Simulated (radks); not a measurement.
Spherical jellium clusters: N electrons in a uniform positive sphere of charge N and radius rs N^(1/3), rs = 3.2 bohr. Method: non-relativistic Kohn-Sham, LDA (Slater exchange, Perdew-Wang correlation), spin-polarised, spherical densities; computed with a radial shooting solver with Libxc functionals. Levels are named by radial order and angular momentum (1s, 1p, 1d, 2s, ...), and open shells are averaged over m.

N = 8, configuration 1s2 1p6. This is the lowest configuration that the search found. Occupied and some empty levels:

| level | occupation | eigenvalue (eV) | <r> (bohr) |
|---|---|---|---|
| 1s | 2 | -5.7001 | 4.316 |
| 1p | 6 | -3.8127 | 5.402 |
| 1d | 0 | -1.7046 | 6.585 |
| 2s | 0 | -1.3764 | 7.097 |

Energy (eV): total -13.5964, kinetic 18.926, external -314.96, Hartree 152.62, exchange-correlation -33.457, background 163.27. Static polarisability (adiabatic kernel): 412.7 bohr^3, against R^3 = 262.1 for a classical metal sphere.
